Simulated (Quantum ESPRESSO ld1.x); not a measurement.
Species: Os35+. Configuration: [Kr] 4d5 (the NIST ground configuration). All-electron calculation, scalar-relativistic Kohn-Sham, LDA (Slater exchange, VWN5 correlation), spin-polarised, spherical densities, point nucleus; open shells are filled with parallel spins first. Program: ld1.x of Quantum ESPRESSO 7.5.

Radial electron density D(r) = 4 pi r^2 rho(r):

r (bohr),D(r) (e/bohr),spin D(r)
0.0009465,8.009,-0.000202
0.001067,9.599,-0.000242
0.001203,11.48,-0.000288
0.001368,13.85,-0.000347
0.001542,16.46,-0.000411
0.001739,19.50,-0.000485
0.00196,23.01,-0.000570
0.00221,27.03,-0.000666
0.002492,31.60,-0.000775
0.00281,36.75,-0.000896
0.003168,42.46,-0.00103
0.003572,48.73,-0.00117
0.004027,55.48,-0.00132
0.004577,63.10,-0.00148
0.00516,70.47,-0.00164
0.005818,77.84,-0.00178
0.00656,84.93,-0.00190
0.007397,91.41,-0.00197
0.00834,96.94,-0.00198
0.009403,101.2,-0.00186
0.0106,103.8,-0.00154
0.01195,104.7,-0.000837
0.01348,103.8,0.000538
0.0152,101.5,0.00314
0.01727,98.14,0.00839
0.01947,95.07,0.0175
0.02196,93.21,0.0339
0.02475,93.64,0.0626
0.02791,97.21,0.112
0.03147,104.1,0.194
0.03548,113.8,0.327
0.04001,124.6,0.537
0.04511,134.2,0.853
0.05086,140.1,1.31
0.0578,140.2,1.99
0.06517,134.2,2.81
0.07348,124.2,3.78
0.08285,114.0,4.80
0.09341,107.8,5.69
0.1053,108.2,6.22
0.1187,114.7,6.13
0.1339,122.9,5.23
0.151,126.4,3.61
0.1702,120.1,1.68
0.1919,103.2,0.223
0.2181,79.28,0.213
0.2459,59.49,2.28
0.2773,48.38,6.20
0.3126,46.23,10.9
0.3525,47.95,14.6
0.3974,47.11,16.0
0.4481,40.38,14.5
0.5052,29.14,11.0
0.5696,17.38,6.88
0.6423,8.446,3.55
0.73,3.062,1.38
0.8231,0.9214,0.449
0.928,0.2125,0.112
1.046,0.03657,0.0210
1.18,0.004551,0.00284
1.33,0.0003948,0.000268

D(r) has 4 maxima, at r = 0.0120, 0.0542, 0.150, 0.367 bohr, and minima at 0.0229, 0.0988, 0.305 bohr, inside which lie 1.89, 11.07, 29.30 electrons.
